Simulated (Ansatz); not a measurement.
Computed with Ansatz on PBE0-D4/def2-TZVP structures; ΔE is electronic, products minus reactants. CCSD(T)/CBS is the MP2 limit (def2-TZVPP, def2-QZVPP) plus CCSD(T) − MP2 in def2-TZVPP, frozen cores. This one scheme is used for every species. DFT in def2-TZVPP. Elements past krypton have def2 core potentials. For Sn outer-core shells are correlated without core-valence functions, which leaves a few kJ/mol of doubt a bond. Each species was taken in one conformer, which may not be the lowest.

Reaction (ligand exchange at the Sn–C bond): `[CH3][Sn][NH2]` + `[SiH3]N[SiH3]` → `[NH2][Sn][N]([SiH3])[SiH3]` + CH₄

CCSD(T)/CBS gives -94.0 kJ/mol.

(1) Another level gave -97.4 kJ/mol. Which?
A. PBE0/def2-TZVPP
B. HF/def2-TZVPP
C. MP2/def2-TZVPP
D. r2SCAN/def2-TZVPP

Largest T1 diagnostic among the species: 0.016.

## Answers

(1) C. MP2/def2-TZVPP -97.4, r2SCAN -89.9, PBE0 -79.1, HF/def2-TZVPP -72.5 kJ/mol.

The D4 term adds −16.2 kJ/mol with B3LYP and −9.0 kJ/mol with PBE0; it sums over pairs of atoms, weighted by their polarisabilities, and B3LYP, whose exchange is more repulsive, gets the larger term. In def2-TZVPP, CCSD(T) changes the Hartree–Fock value by −18.3 kJ/mol (the triples alone add −4.9 kJ/mol) and MP2 by −24.9 kJ/mol.

B3LYP here is the variant with VWN-RPA as its local correlation; programs differ in this.
